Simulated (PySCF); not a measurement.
**Unknown compound**

An unknown has the formula C$_{6}$H$_{12}$FPSi. Its calculated NMR data are:

¹H NMR (400 MHz, computed): δ 8.24 (m, 1H), 1.73 (m, 2H), 0.17 (s, 9H).

¹³C{¹H} NMR (computed): δ 258.3 (C), 154.4 (CH), 30.7 (CH2), 1.5 (CH3, 3C).

- structure optimised with GFN2-xTB
- shieldings: GIAO PBE0/pcSseg-1
- program: PySCF 2.14.0 with density-fitted response routines
- single conformer, one averaged value for each set of equivalent atoms, in vacuum, non-relativistic

References, each an isolated molecule treated in the same way: TMS for ¹H (σref 31.72), ¹³C (σref 186.93).

Propose a structure and justify it.

Answers


1. 4 carbon signals for 6 carbons: some carbons are equivalent by symmetry or fast rotation.
2. Carbon types of the structure: 1 × C, 1 × CH, 1 × CH2, 3 × CH3, which accounts for all hydrogens.
3. δC 258.3: cumulene carbon.
4. δC 154.4: alkene CH; as expected for a trigonal carbon in a double bond.
5. δC 30.7: sp3 CH2 bonded to P and Si.
6. δC 1.5: methyl carbon bonded to Si; an electropositive neighbour leaves it electron-rich and shielded.
7. δH 8.24: hydrogen on an alkene CH.
8. δH 1.73: hydrogen on an sp3 CH2 bonded to P and Si.
9. δH 0.17: hydrogen on a methyl carbon bonded to Si; an electropositive neighbour shields it, as in TMS itself.

The compound is SMILES C[Si](C)(C)CP=C=CF.

The data come from this structure; uniqueness wasn't tested.

Splittings by ¹⁹F and ³¹P in the carbon and heteronuclear signals aren't shown, as no couplings were computed. Shifts are as computed. Against solution values, carbons near 30 ppm lie about +3 ppm off and those near 130 ppm about +5 ppm. Of 1211 compounds with measured shifts, 218 miss one by over three times the rms of a fit or turn the order of signals round; such compounds aren't used in these exercises. Multiplicities follow the n + 1 count of equivalent neighbours, as no J values were calculated; m marks all less simple cases, F and P coupling included.
